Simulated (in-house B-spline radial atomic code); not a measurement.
## W: [Kr] (4d3/2)3 (4d5/2)6 4f14 5s2 5p6 (5d3/2)4 (5d5/2)1 6s2 (an excited or competing configuration)

Computed with an all-electron radial atomic-structure program (B-spline basis): Dirac-Hartree-Fock, average of the jj configuration, Fermi nucleus of rms radius 5.3658 fm.

Effective charges: Z_r = [3n² - l(l+1)]/(2<r>) from the radius, Z_e = n√(-2ε) from the energy, and Slater's rules. Values are occupation-weighted means over j. An effective charge above Z reflects the relativistic contraction of the inner shells.

```json
{"shell": "1s", "electrons": "2", "ε (eV)": "-69986", "<r> (bohr)": "0.01835", "Z_r": "81.76", "Z_e": "71.72", "Slater": "73.70"}
{"shell": "2s", "electrons": "2", "ε (eV)": "-12230", "<r> (bohr)": "0.07689", "Z_r": "78.03", "Z_e": "59.96", "Slater": "69.85"}
{"shell": "2p", "electrons": "6", "ε (eV)": "-10767", "<r> (bohr)": "0.069", "Z_r": "72.46", "Z_e": "56.26", "Slater": "69.85"}
{"shell": "3s", "electrons": "2", "ε (eV)": "-2889.3", "<r> (bohr)": "0.2", "Z_r": "67.49", "Z_e": "43.72", "Slater": "62.75"}
{"shell": "3p", "electrons": "6", "ε (eV)": "-2442.6", "<r> (bohr)": "0.2001", "Z_r": "62.48", "Z_e": "40.20", "Slater": "62.75"}
{"shell": "3d", "electrons": "10", "ε (eV)": "-1892.8", "<r> (bohr)": "0.1824", "Z_r": "57.55", "Z_e": "35.38", "Slater": "52.85"}
{"shell": "4s", "electrons": "2", "ε (eV)": "-636.78", "<r> (bohr)": "0.4486", "Z_r": "53.50", "Z_e": "27.36", "Slater": "46.25"}
{"shell": "4p", "electrons": "6", "ε (eV)": "-485.3", "<r> (bohr)": "0.4749", "Z_r": "48.43", "Z_e": "23.89", "Slater": "46.25"}
{"shell": "4d", "electrons": "9", "ε (eV)": "-283.45", "<r> (bohr)": "0.5101", "Z_r": "41.17", "Z_e": "18.26", "Slater": "35.20"}
{"shell": "5s", "electrons": "2", "ε (eV)": "-98.755", "<r> (bohr)": "1.066", "Z_r": "35.17", "Z_e": "13.47", "Slater": "17.20"}
{"shell": "4f", "electrons": "14", "ε (eV)": "-59.965", "<r> (bohr)": "0.5822", "Z_r": "30.92", "Z_e": "8.40", "Slater": "24.45"}
{"shell": "5p", "electrons": "6", "ε (eV)": "-57.071", "<r> (bohr)": "1.233", "Z_r": "29.61", "Z_e": "10.24", "Slater": "17.20"}
{"shell": "5d", "electrons": "5", "ε (eV)": "-10.726", "<r> (bohr)": "1.861", "Z_r": "18.54", "Z_e": "4.44", "Slater": "5.60"}
{"shell": "6s", "electrons": "2", "ε (eV)": "-7.3695", "<r> (bohr)": "3.336", "Z_r": "16.18", "Z_e": "4.42", "Slater": "3.60"}
```

The least bound orbital is 6s1/2 at -7.37 eV, and it is also the most diffuse (<r> = 3.336 bohr). The part-filled 4d shell lies below the filled 6s shell in orbital energy.

For the 1s electron the small component carries 7.79 % of the norm, the zero-frequency Breit interaction raises the level by 243.3 eV, self-energy by 152 eV, and vacuum polarisation lowers it by 28.76 eV.
